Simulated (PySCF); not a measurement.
A structure optimised at PBE0-D3(BJ)/def2-SVP, used in a PySCF frequency run:

```
C
H 1 1.0977
H 1 1.0977 2 110.05
H 1 1.0979 2 108.58 3 118.72
S 1 1.8349 2 111.56 4 116.90
Be 5 1.8977 1 101.24 2 61.77
I 6 2.1733 1 141.01 2 55.02
```

Task: Write its SMILES, formula and point group.

Result: C[S][Be][I], CH3BeIS, Cs

Task: What are its rotational constants (standard atomic weights)?

Result: 13.994, 0.80086, 0.76123 GHz
